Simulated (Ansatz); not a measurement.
Gas-phase electronic energies from Ansatz, PBE0-D4/def2-TZVP geometries. CCSD(T)/CBS is the MP2 limit (def2-TZVPP, def2-QZVPP) plus CCSD(T) − MP2 in def2-TZVPP, frozen cores. This one scheme is used for every species. Functionals use def2-TZVPP. For Se outer-core shells are correlated without core-valence functions, which leaves a few kJ/mol of doubt a bond. Scalar relativity is left out up to krypton. Each species was taken in one conformer, which may not be the lowest.

`Cl[SiH2][SeH]` → H₂Se + `[SiH]Cl`  (silylene formation by 1,1-elimination)

| level | ΔE (eV) | difference from CCSD(T)/CBS |
| --- | --- | --- |
| LDA (SPW92) | 2.79 | 0.14 |
| r2SCAN-D4 | 2.79 | 0.14 |
| B97M-V | 2.55 | -0.10 |
| PBE0-D4 | 2.73 | 0.08 |
| CAM-B3LYP-D4 | 2.59 | -0.06 |
| ωB97M-V | 2.54 | -0.11 |
| revPBE | 2.36 | -0.29 |
| r2SCAN | 2.77 | 0.12 |
| r2SCANh | 2.79 | 0.14 |
| r2SCAN0 | 2.82 | 0.17 |
| HF/def2-SVP | 2.42 | -0.23 |
| CCSD/def2-SVP | 2.35 | -0.30 |
| SCS-MP2/def2-TZVPP | 2.65 | 0.00 |
| CCSD(T)/def2-TZVPP | 2.54 | -0.11 |
| MP2/def2-QZVPP | 2.85 | 0.20 |
| MP2/CBS(def2) | 2.89 | 0.24 |
| CCSD(T)/CBS | 2.65 | 0 |

Largest T1 diagnostic among the species: 0.013.

At CCSD(T), def2-SVP lies −0.28 eV from the extrapolated value and def2-TZVPP −0.11 eV. From PBE to PBE0 (25 % exact exchange), in def2-TZVPP and without D4, ΔE moves by +0.16 eV. The D4 term adds +0.14 eV with B3LYP and +0.07 eV with PBE0; it sums over pairs of atoms, weighted by their polarisabilities, and B3LYP, whose exchange is more repulsive, gets the larger term.

B3LYP here is the variant with VWN-RPA as its local correlation; programs differ in this.
